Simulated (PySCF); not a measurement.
# Dipole moment and polarisability of `C[C@@H](Cl)[GeH3]`

Species: C2H7ClGe.
Geometry (PBE0-D3(BJ)/def2-SVP, Å), atoms numbered from 1 in this order:
```xyz
11
C2H7ClGe angstrom
C     -1.596    0.176    0.786
C     -0.445    1.154    0.699
Cl    -0.568    2.385    2.014
Ge     1.335    0.315    0.848
H     -2.564    0.699    0.741
H     -1.551   -0.537   -0.054
H     -1.563   -0.397    1.725
H     -0.491    1.726   -0.240
H      1.510   -0.708   -0.294
H      2.424    1.393    0.752
H      1.415   -0.407    2.203
```

Level: wB97X-D/def2-SVPD (PySCF), static field, nuclei fixed, core orbitals frozen in the response. The polarisability tensor in these axes (au):

```
x   74.97 -3.11 -1.95
y   -3.11 72.34  7.15
z   -1.95  7.15 66.31
```

Question: Give the principal values, the mean and the anisotropy Δα = √{½[(α1 − α2)² + (α2 − α3)² + (α1 − α3)²]}.

Answer: Principal values 61.56, 72.21 and 79.85 au; mean 71.21 au = 10.55 Å³ = 11.74 × 10⁻⁴⁰ C²·m²/J; Δα = 15.91 au (22 % of the mean).

Question: What is the dipole moment, and where does it point?

Answer: (-0.24, -1.33, -1.46) D, 1.98 D in size, pointing from the negative to the positive side. Measured along this direction, the outermost atoms are Cl3 at the negative end and H6 and H9 at the positive end.

Question: Find the Langevin capture rate constant for NH4+ (18.034 u) meeting this molecule (139.945 u), k = 2.342 × 10⁻⁹ cm³/s × √(α in Å³ / reduced mass in u).

Answer: The reduced mass is 15.98 u, so k = 1.90 × 10⁻⁹ cm³/s. The formula leaves out the permanent dipole, which adds to the capture rate.

Question: Refractivity n − 1 of an ideal gas of it at 350 K and 1 atm, from the electronic α?

Answer: N = p/kT = 2.0968 × 10¹⁹ cm⁻³, so n − 1 = 2π × N × 10.55 × 10⁻²⁴ cm³ = 1390 × 10⁻⁶ at long wavelengths.

Question: Molar refractivity from α?

Answer: Lorentz–Lorenz: R = (4π/3)N_A α = 2.5225 cm³/(mol·Å³) × 10.55 Å³ = 26.6 cm³/mol, in the limit of long wavelengths.

Question: What depolarisation ratio follows for Rayleigh scattering of linearly polarised light, taking the static tensor?

Answer: ρ = 3Δα²/(45ᾱ² + 4Δα²) = 759.0/(228163 + 1012.0) = 0.00331.

Question: How large is μ²/3kT at 500 K beside α?

Answer: In Gaussian units μ²/3kT = 19.02 Å³ against 10.55 Å³, a ratio of 1.80; the Debye molar polarisation (4π/3)N_A(α + μ²/3kT) is 74.6 cm³/mol, leaving out the vibrational part.

Isolated species at its PBE0-D3(BJ)/def2-SVP geometry, gas phase. The calculation is non-relativistic, for germanium too.
